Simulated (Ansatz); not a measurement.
```xyz
8

Ge   -0.447   -0.429   -1.735
O     0.599    0.274   -0.485
Ge    0.499    0.048    1.277
H    -1.928   -0.278   -1.276
H    -0.157    0.399   -3.012
H     1.050    1.337    1.897
H     1.357   -1.169    1.664
H    -0.973   -0.182    1.670
```

Total charge 0; spin multiplicity 2.

List the PBE0/def2-TZVPP orbital energies in eV (Ansatz 0.2.0). (An estimate is asked.)

Computed: α occupied: -10860.35, -10860.28, -1358.58, -1358.49, -1208.40, -1208.38, -1208.38, -1208.34, -1208.29, -1208.28, -522.59, -171.35, -171.25, -121.18, -121.12, -121.12, -121.11, -121.02, -120.97, -34.18, -33.99, -33.97, -33.97, -33.90, -33.90, -33.89, -33.85, -33.79, -33.79, -26.66, -16.20, -14.63, -11.29, -11.07, -10.72, -9.61, -9.12, -8.72, -6.04. α empty: -0.32, 0.83, 1.33, 1.53, 1.62, 1.92, 2.47, 4.16. β occupied: -10860.35, -10860.25, -1358.58, -1358.47, -1208.40, -1208.38, -1208.38, -1208.28, -1208.28, -1208.27, -522.50, -171.35, -171.19, -121.18, -121.12, -121.11, -121.01, -120.97, -120.95, -34.16, -33.98, -33.97, -33.93, -33.90, -33.89, -33.80, -33.77, -33.73, -33.72, -26.44, -16.03, -14.22, -11.07, -10.90, -10.51, -9.43, -8.76, -8.55. β empty: -2.62, -0.12, 0.92, 1.56, 1.75, 1.82, 2.00, 2.88. ⟨S²⟩ = 0.752.
